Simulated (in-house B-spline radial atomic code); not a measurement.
A fraction x of an electron is removed from 4s in As V (As4+), starting from [Ar] 3d10 4s1 and keeping the highest spin. Method: scalar-relativistic (X2C) PBE, spin-polarised, spherical fractional occupations, Fermi nucleus of rms radius 4.0968 fm. Calculated with an all-electron radial atomic-structure program (B-spline basis).

```json
{"x": "0", "E(x) - E(0) (eV)": "0.0000", "4s up level (eV)": "-57.746"}
{"x": "0.12", "E(x) - E(0) (eV)": "7.0173", "4s up level (eV)": "-59.209"}
{"x": "0.15", "E(x) - E(0) (eV)": "8.7991", "4s up level (eV)": "-59.576"}
{"x": "0.32", "E(x) - E(0) (eV)": "19.1038", "4s up level (eV)": "-61.658"}
{"x": "0.42", "E(x) - E(0) (eV)": "25.3310", "4s up level (eV)": "-62.888"}
{"x": "0.5", "E(x) - E(0) (eV)": "30.4016", "4s up level (eV)": "-63.877"}
{"x": "0.63", "E(x) - E(0) (eV)": "38.8107", "4s up level (eV)": "-65.496"}
{"x": "0.8", "E(x) - E(0) (eV)": "50.1264", "4s up level (eV)": "-67.634"}
{"x": "0.92", "E(x) - E(0) (eV)": "58.3329", "4s up level (eV)": "-69.132"}
{"x": "1", "E(x) - E(0) (eV)": "63.9010", "4s up level (eV)": "-"}
```

The exact functional would give a straight line between the two integer points. Deviations E(x) - E(0) - x[E(1) - E(0)], in eV: -0.651 at x = 0.12, -0.786 at x = 0.15, -1.345 at x = 0.32, -1.507 at x = 0.42, -1.549 at x = 0.5, -1.447 at x = 0.63, -0.994 at x = 0.8, -0.456 at x = 0.92.

The curve lies below the straight line by up to 1.549 eV (at x = 0.5): convex, the delocalisation error that favours fractional charges.

Q: How well does Slater's transition state (minus the level at half occupation) give the ionisation energy?

A: It gives 63.877 eV against 63.901 eV from the two total energies; NIST lists 62.77 eV, ground level to ground level.
